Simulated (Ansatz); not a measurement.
A structure relaxed at PBE0-D4/def2-TZVP, charge 0, multiplicity 1:

| atom | x (Å) | y (Å) | z (Å) |
| --- | --- | --- | --- |
| C1 | -0.422 | -0.275 | 1.573 |
| B2 | -0.155 | 0.116 | 0.092 |
| C3 | -0.957 | 1.254 | -0.613 |
| Si4 | 1.268 | -0.838 | -0.987 |
| Cl5 | 2.075 | -2.463 | 0.017 |
| H6 | 0.372 | 0.230 | 2.149 |
| H7 | -1.375 | 0.081 | 1.973 |
| H8 | -0.293 | -1.338 | 1.791 |
| H9 | -0.470 | 1.734 | -1.466 |
| H10 | -1.854 | 0.754 | -1.016 |
| H11 | -1.326 | 2.019 | 0.076 |
| H12 | 0.737 | -1.351 | -2.281 |
| H13 | 2.401 | 0.075 | -1.308 |

Question: Give its formula and SMILES.

Answer: C2H8BClSi, `CB(C)[SiH2]Cl`.

Question: Point group (tolerance 0.08 Å, 0.16 Å for H)?

Answer: C1.

Question: Summarise the bond lengths by kind.

Answer: 2 × B–C 1.555 to 1.561 Å; 6 × C–H 1.092 to 1.103 Å; 1 × B–Si 2.025 Å; 1 × Cl–Si 2.073 Å; 2 × H–Si 1.489 to 1.490 Å.

All numbers were calculated with Ansatz.
